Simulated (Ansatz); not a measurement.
`[CH3][Ga]([Cl])[N]=C=O` → `[CH2]` (triplet) + `O=C=[N][GaH][Cl]`  (formal loss of a carbene)

Calculated with Ansatz (gas phase, PBE0-D4/def2-TZVP geometries, no zero-point term in ΔE). CBS: MP2 limit from def2 TZ/QZ plus the TZ coupled-cluster correction, frozen cores. This one scheme is used for every species. DFT in def2-TZVPP. B3LYP here is the variant with VWN-RPA as its local correlation; programs differ in this. HSE06 is defined as in plane-wave codes. Triplets are unrestricted, without spin–orbit coupling. For Ga outer-core shells are correlated without core-valence functions, which leaves a few kJ/mol of doubt a bond. Scalar relativity is left out up to krypton. One conformer a species, not always the lowest.

`[CH3][Ga]([Cl])[N]=C=O`:

Cartesian coordinates in Å:
```
C -0.297 1.115 1.434
Ga -0.439 0.095 -0.208
Cl -2.152 0.115 -1.491
N 0.913 -0.995 -0.794
C 1.206 -1.747 -1.686
O 1.553 -2.486 -2.517
H -0.325 0.433 2.286
H 0.657 1.645 1.457
H -1.116 1.826 1.519
```

`[CH2]` (triplet):

Z-matrix (Å, degrees):
```
C
H 1 1.079
H 1 1.079 2 134.9
```

`O=C=[N][GaH][Cl]`:

```xyz
6

O    -1.833   -1.055    1.829
C    -0.918   -0.860    1.137
N     0.058   -0.724    0.447
Ga    0.821    0.400   -0.770
Cl   -0.317    2.142   -1.235
H     2.189    0.098   -1.408
```

Q: Is it downhill or uphill in electronic energy at CCSD(T)/CBS, and by how much? (Best estimate.)

A: Ansatz gave: Uphill: ΔE = +483.9 kJ/mol.

Q: What do these levels give: B3LYP-D4, r2SCANh-D4, PBE0, HSE06, SCS-MP2/def2-TZVPP, MP2/def2-QZVPP? (Best estimate.)

A: The calculation gave: B3LYP-D4 471.9, r2SCANh-D4 455.9, PBE0 471.5, HSE06 472.2, SCS-MP2/def2-TZVPP 483.4, MP2/def2-QZVPP 493.9 kJ/mol.

Largest T1 diagnostic among the species: 0.015.

In def2-TZVPP, CCSD(T) changes the Hartree–Fock value by +143.5 kJ/mol (the triples alone add +11.8 kJ/mol) and MP2 by +159.5 kJ/mol. Leaving LDA and LC-ωPBE aside and taking each functional with its dispersion term where it has one, the values, not all of them listed here, spread over 34.0 kJ/mol, from r2SCAN0-D4 to ωB97X-V. LDA lies +68.0 kJ/mol from PBE without D4. From BLYP to BHLYP (50 % exact exchange), in def2-TZVPP and without D4, ΔE moves by −7.9 kJ/mol.
